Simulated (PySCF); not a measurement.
C₄H₇FO, SMILES C[C@@]1(F)CCO1. Geometry: r2SCAN-D4/def2-SVP. The structure was generated by enumeration; whether it is a known compound was not checked.

These are r2SCAN-D4/def2-SVP (PySCF) values and carry that method's errors.

Harmonic wavenumbers (cm⁻¹): 81, 241, 306, 375, 443, 504, 679, 772, 884, 892, 930, 968, 1000, 1030, 1158, 1160, 1192, 1206, 1238, 1303, 1345, 1396, 1440, 1452, 1455, 1505, 3036, 3051, 3089, 3100, 3159, 3165, 3169. Rotational constants (GHz): 5.576, 3.342, 3.077; symmetry number 1.

**Question.** Work out the zero-point energy and the ideal-gas rigid-rotor harmonic-oscillator thermochemistry at 298.15 K and 1 atm.

**Answer.** ZPE = ½ Σ hcν = ½ × 46724 cm⁻¹ = 279.47 kJ/mol. H − E(el) = 297.60 kJ/mol. Entropy in J/(mol K): translation 164.88, rotation 109.33, vibration 46.76, total 320.97. G − E(el) = 201.90 kJ/mol. Cp = 98.21 J/(mol K). Modes under 150 cm⁻¹ make the vibrational entropy uncertain.
